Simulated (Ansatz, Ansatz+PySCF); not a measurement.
```csv
atom,x (Å),y (Å),z (Å)
Si,0.0000,0.0000,-0.5982
O,0.0000,0.0000,1.0469
```

Basis set: def2-SVP (spherical functions). Frozen core: 6 orbitals. Charge 0, multiplicity 1.

Computed with Ansatz (development build ahead of 0.2.0); each method stands on the lowest determinant of its kind that the runs found. Restricted open shells among the atoms or ions are ROHF, correlated in semicanonical orbitals with singles.

The atomization energy at this shape (free ground-state atoms in the same class of orbitals less the molecule, no zero-point energy) of singlet SiO:

```csv
method,atomization energy
RHF-CCSD,654.0 kJ/mol
RHF-MP2,740.7 kJ/mol
RHF,384.6 kJ/mol
UHF,362.7 kJ/mol
```

Question: What does RHF-CCSD(T) give?

Answer: 688.7 kJ/mol. Caution: the shape is not the minimum.
